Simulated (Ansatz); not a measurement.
Stepwise reaction of `[SiH3][Sb]([SiH3])[Cl]` with hydrogen chloride, as a gas-phase model of exchange steps in deposition or etching. ΔE in kJ/mol; ΔG adds harmonic PBE0-D4 terms to CCSD(T)/CBS, at 1 bar.

Program: Ansatz. Geometries: PBE0-D4/def2-TZVP. ΔE: electronic, gas phase. CBS: MP2 limit from def2 TZ/QZ plus the TZ coupled-cluster correction, frozen cores. This one scheme is used for every species. DFT in def2-TZVPP. B3LYP here is the variant with VWN-RPA as its local correlation; programs differ in this. Elements past krypton have def2 core potentials. For Sb outer-core shells are correlated without core-valence functions, which leaves a few kJ/mol of doubt a bond.

```json
{"step": "2", "reaction": "`[SiH3][Sb]([Cl])[Cl]` + HCl → `[Cl][Sb]([Cl])[Cl]` + SiH₄", "PBE-D4": "-56.3", "B3LYP-D4": "-63.4", "ωB97M-V": "-59.7", "CCSD(T)/CBS": "-56.7", "ΔG(600 K)": "-43.5"}
```

(1) Give the row of step 1, `[SiH3][Sb]([SiH3])[Cl]` + HCl → `[SiH3][Sb]([Cl])[Cl]` + SiH₄. (An estimate is asked.)

(2) By hand: ΔE of the 2 steps together at CCSD(T)/CBS.

Results:

(1) Ansatz gave: 
| step | reaction | PBE-D4 | B3LYP-D4 | ωB97M-V | CCSD(T)/CBS | ΔG(600 K) |
| --- | --- | --- | --- | --- | --- | --- |
| 1 | `[SiH3][Sb]([SiH3])[Cl]` + HCl → `[SiH3][Sb]([Cl])[Cl]` + SiH₄ | -33.3 | -43.2 | -37.7 | -34.1 | -26.3 |

(2) (-34.1) + (-56.7) = -90.8 kJ/mol, or -45.4 kJ/mol a step.

In ΔE each step is lower than the one before. All are downhill at CCSD(T)/CBS. ΔG lies between -43.5 and -26.3 kJ/mol a step. PBE-D4 differs from CCSD(T)/CBS by 0.4 to 0.8 kJ/mol a step. Isolated molecules leave out the surface, adducts and barriers. Largest T1 diagnostic: 0.013.
